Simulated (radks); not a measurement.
Problem. These are the eigenvalues of the occupied orbitals of an atom or ion with whole-number occupations (eV). Method: Dirac Kohn-Sham, PBEsol, spin-unpolarised, spherical densities, point nucleus; computed with a radial shooting solver on a logarithmic mesh with Libxc functionals.

1s1/2: -27983.25
2s1/2: -4413.221
2p1/2: -4134.010
2p3/2: -3923.288
3s1/2: -1042.100
3p1/2: -929.6747
3p3/2: -891.2153
3d3/2: -693.0674
3d5/2: -685.1286
4s1/2: -351.2195
4p1/2: -311.6483
4p3/2: -303.2472
4d3/2: -237.9801

Which element is it, and in what charge state? The configuration may be excited. Open shells, if any, fill j = l - 1/2 first.

Solution. Z = 49, indium, charge +12: In12+ in [Kr] 4d1. The list shows which subshells hold electrons but not how many an open one holds; the 1s level, -1028.4 hartree, gives Z - s = 45.4 by -(Z - s)^2/2, which with screening and relativity narrows Z to a few neighbours, and the depths of the outer levels then fix element, charge and occupations together.
